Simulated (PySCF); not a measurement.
## Two-component Hartree-Fock for Tm⁻ (thulium, charge -1)

Start: [Xe] 4f13 6s2 6p1; 4f5/2 filled at m_j = -5/2, -3/2, -1/2, +1/2, +3/2, +5/2; 4f7/2 filled at m_j = -5/2, -3/2, -1/2, +1/2, +3/2, +5/2, +7/2; 6p1/2 filled at m_j = -1/2. Calculated with PySCF 2.14 in x2c-TZVPall-2c with one added diffuse shell each of s, p, d, f type (12s12p11d5f1g, 147 functions): generalised Hartree-Fock with the X2C-1e Hamiltonian and a Gaussian nucleus; one run each with spin-orbit coupling (SO) switched off, then screened by Boettger's factors.

| spinor shell | electrons | ε, spin-free (eV) | ε, screened SO (eV) | weight of nominal j (screened SO) | rms radius, screened SO (bohr) |
| --- | --- | --- | --- | --- | --- |
| 1s1/2 | 2 | -59690.2 | -59675.7 | 1.000 | 0.0227 |
| 2s1/2 | 2 | -10198.9 | -10194.2 | 1.000 | 0.0917 |
| 2p1/2 | 2 | -9002.5 | -9697.6 | 1.000 | 0.0783 |
| 2p3/2 | 4 | -9002.5 | -8712.2 | 1.000 | 0.0852 |
| 3s1/2 | 2 | -2345.3 | -2343.7 | 1.000 | 0.235 |
| 3p1/2 | 2 | -1976.3 | -2125.3 | 1.000 | 0.227 |
| 3p3/2 | 4 | -1976.3 | -1912.8 | 1.000 | 0.241 |
| 3d3/2 | 4 | -1517.6 | -1544.5 | 1.000 | 0.214 |
| 3d5/2 | 6 | -1517.6 | -1498.0 | 1.000 | 0.218 |
| 4s1/2 | 2 | -486.84 | -486.14 | 1.000 | 0.530 |
| 4p1/2 | 2 | -363.11 | -397.21 | 0.999 | 0.542 |
| 4d3/2 | 4 | -195.60 | -201.55 | 0.993 | 0.612 |
| 4d5/2 | 6 | -195.60 | -190.85 | 0.996 | 0.624 |
| 5s1/2 | 2 | -61.892 | -61.494 | 1.000 | 1.33 |
| 5p1/2 | 2 | -30.626 | -34.748 | 0.993 | 1.51 |
| 5p3/2 | 4 | -30.626 | -28.417 | 0.996 | 1.64 |
| 4f5/2 | 6 | -10.934 | -11.703 | 0.945 | 0.875 |
| 4f7/2 | 7 | -10.934 | -9.521 | 0.953 | 0.906 |
| 6s1/2 | 2 | -2.461 | -2.187 | 0.982 | 5.03 |
| 6p1/2 | 1 | 0.216 | 0.035 | 0.980 | 9.51 |

Where does 4p3/2 lie, and what is the 4p spin-orbit splitting (screened SO)?

At -348.17 eV, 49.045 eV above 4p1/2.

```json
{"quantity": "E (hartree)", "spin-free": "-13557.25262", "screened SO": "-13569.23473"}
{"quantity": "M_J", "spin-free": "3", "screened SO": "3"}
{"quantity": "⟨J²⟩", "spin-free": "14.046", "screened SO": "13.147"}
{"quantity": "⟨L²⟩", "spin-free": "8.030", "screened SO": "11.160"}
{"quantity": "⟨S²⟩", "spin-free": "2.015", "screened SO": "1.703"}
```

The configuration of this anion was assumed by filling the next shell in order. It is not the known or likely ground configuration (Ca⁻, Sr⁻ and Ba⁻, for instance, bind a p electron), so these values are not the electron affinity of the element. At GHF the highest occupied level has a positive energy, so only the finite basis holds that electron. The determinant has a definite M_J but mixes levels of different J.

Each row is a mean over spinors that exchange with the open shell spreads, by up to 9.464 eV (4d5/2).

Breit and QED terms are absent; they matter most for the inner s and p1/2 levels.

Densities and radii are taken from the X2C orbitals without a picture-change correction, which distorts them close to the nucleus.

Without spin-orbit coupling the j labels of p, d and f shells carry no meaning; the spin-free column gives the mean over the occupied spinors of each nl shell, and its ⟨J²⟩ belongs to a mixture of degenerate components.
